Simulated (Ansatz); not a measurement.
Species: sum formula CrO2F, charge 1, multiplicity 1. 
Geometry from a B3LYP-D3(BJ)/def2-TZVP (Ansatz, an electronic-structure program) optimisation:
SMILES: [O]=[Cr+](=[O])[F]
```xyz
4

Cr     0.1099     0.1706     0.1483
O      1.3014    -0.5102    -0.5241
O     -0.4820    -0.8182     1.1519
F     -1.0216     0.7258    -0.9536
```
Charge +1, spin multiplicity 1.

Parts of the frozen-core correlation energy in def2-TZVPP (Ansatz, hartree). Frozen orbitals: 12; correlated occupied orbitals by spin: 12 and 12; virtual: 133 and 133. Spin-orbit coupling is left out. Non-relativistic. The restricted reference is unstable. The program attaches cautions to this run: large difference.

```tsv
term	value
reference (HF)	-1291.93782
MP2 opposite-spin	-0.89962
MP2 same-spin	___
CCSD correlation	___
(T)	___
T1 diagnostic	0.066
largest doubles amplitude	0.061
```

Task: Complete the blanks.

Result: 
- MP2 same-spin, value: -0.39421
- CCSD correlation, value: -1.09693
- (T), value: -0.10264
